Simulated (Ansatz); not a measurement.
Basis-set extrapolation for CH6OSi2, SMILES `C1[SiH2]O[SiH2]1` (PBE0-D4/def2-TZVP geometry, frozen core, Ansatz 0.2.0). Multiplicity 1, RHF reference.

|  | def2-TZVPP | def2-QZVPP |
| --- | --- | --- |
| HF | -694.243437 | -694.267695 |
| MP2 correlation | -0.648357 | -0.696876 |
| CCSD(T) correlation | -0.715273 | not run |

Energies in hartree. Use E(X) = E(∞) + A·exp(−7.88·√X) for Hartree–Fock and E(X) = E(∞) + B·X^(−2.97) for correlation, with X = 3 and 4, and add CCSD(T) minus MP2 of the smaller set to the MP2 limit.

Task: What is the CCSD(T) energy at the basis-set limit?

Result: HF limit: -694.267695 + (-0.024258) × 0.13774 = -694.27104. MP2 limit: -0.696876 + (-0.048519) × 0.74074 = -0.73282. Higher-order term: -0.715273 − (-0.648357) = -0.06692. Total: -695.07078 hartree, 70.3 kcal/mol below CCSD(T)/def2-TZVPP.
